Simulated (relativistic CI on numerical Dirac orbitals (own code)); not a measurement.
# d1 to d9 in one octahedral field

Computed with a parametric ligand-field model without spin-orbit coupling, by exact diagonalisation: B = 350, C = 1620, 10Dq = 31500 cm⁻¹ (Oh; |10Dq|/B = 90.0) for every shell. Energies in cm⁻¹; the field energy is (0.6 n_e − 0.4 n_t2) × 10Dq of the ground term; g labels are left out. So small a B with so large a field is typical of 4d and 5d ions, where spin-orbit coupling, left out here, reaches 1,000 to 4,000 cm⁻¹.

```tsv
Shell	Ground term	Electrons in e	Field energy	First spin-allowed bands	Lowest term of other spin
d1	2T2	0.000	-12600	2E 31500	
d2	3T1	0.004	-25086	3T2 30577, 3T1 34904	1T2 5420
d3	4A2	0.000	-37800	4T2 31500, 4T1 35545	2E 7751
d4	3T1	0.007	-50193	3E 29828, 3T1 30238	1T2 4920
d5	2T2	0.013	-62590	2A2 29249, 2T1 29372	4T1 23670
d6	?	?	?	?	?
d7	2E	1.007	-56493	2T1 30103, 2T2 30549	4T1 23734
d8	3A2	2.000	-37800	3T2 31500, 3T1 35545	1E 6017
d9	2E	3.000	-18900	2T2 31500
```

(1) Fill in the row of d6.

## Answers

(1) Ground term: 1A1; Electrons in e: 0.011; Field energy: -75260; First spin-allowed bands: 1T1 30179, 1T2 35428; Lowest term of other spin: 3T1 26828. Low spin: d4, d5, d6, d7; the other shells keep the spin of the free ion. Only d4 to d7 can choose; the field needed to pair spins is smallest for d6 and largest for d5, which loses most exchange energy. In the strong-field picture 10Dq must exceed about 6B + 5C = 10200 (d4), 7.5B + 5C = 10725 (d5), 2.5B + 4C = 7355 (d6) and 4B + 4C = 7880 (d7); mixing of terms shifts these bounds somewhat.
